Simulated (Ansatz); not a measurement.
Cl2, singlet, geometry from GFN2-xTB.

Input for Ansatz (an electronic-structure program):
Ansatz 0.2 input:
```yaml
crystal:
  periodic: [false, false, false]
  atoms:
    - {symbol: Cl, position_ang: [-0.00000000, -0.00000000, -1.00842595]}
    - {symbol: Cl, position_ang: [0.00000000, 0.00000000, 1.00842595]}
basis:
  gaussian:
    orbitals: STO-3G
hamiltonian:
  xc: b3lyp
```

**Question.** Estimate the number of basis functions that B3LYP/STO-3G in Ansatz returns for this input.

**Answer.** 18

**Question.** What is the computed total energy (B3LYP/STO-3G)?

**Answer.** -910.321310 Ha
